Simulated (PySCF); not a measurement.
# Hartree-Fock beside MP2: FH2Si

These are calculations, not measurements. They come from PySCF 2.14.0, an open-source quantum chemistry program, on an isolated molecule that a program drew, which may never have been made. The molecule is FH2Si (charge 0, doublet), drawn as the SMILES string `F[SiH2]`.

The geometry was optimised and harmonic frequencies were computed with HF and MP2, all in the cc-pV(D+d)Z basis, for the commonest isotopes, with a restricted reference for singlets and an unrestricted one otherwise, and a frozen core in MP2. Each result is a local minimum of its method.

Geometry at the HF minimum:
```xyz
4
FH2Si, angstrom
F    -2.3769    0.6420    1.5055
Si   -2.7052    0.4107    3.0751
H    -1.4815   -0.1055    3.7244
H    -3.8160   -0.5604    3.1690
```

Lengths of the bonds as drawn, in Å (atoms numbered as above):
```
  bond     HF    MP2
F1-Si2  1.620  1.639
Si2-H3  1.478  1.483
Si2-H4  1.478  1.483
```

Rotational constants, in GHz:
```
constant     HF    MP2
       A  130.4  130.4
       B   15.3  14.95
       C  14.37  14.06
```

Harmonic frequencies in cm^-1, each column in rising order, so a row needn't be the same motion in every method:
| rank | HF | MP2 |
|---|---|---|
| 1 | 761 | 725 |
| 2 | 858 | 818 |
| 3 | 907 | ? |
| 4 | 1003 | 962 |
| 5 | 2304 | 2256 |
| 6 | 2327 | 2289 |

**Estimate the missing MP2 frequency from the HF column.**

A single factor s that minimises the squared misfit of MP2 against s times HF over the other rows is sum(HF x MP2) / sum(HF^2) = 0.9769, with an rms misfit of 16 cm^-1. For rank 3 it gives 0.9769 x 907 = 886 cm^-1. The calculation gives 876 cm^-1, 10 cm^-1 below the estimate. The drawn bonds are on average 0.6 % longer in MP2 than in HF.
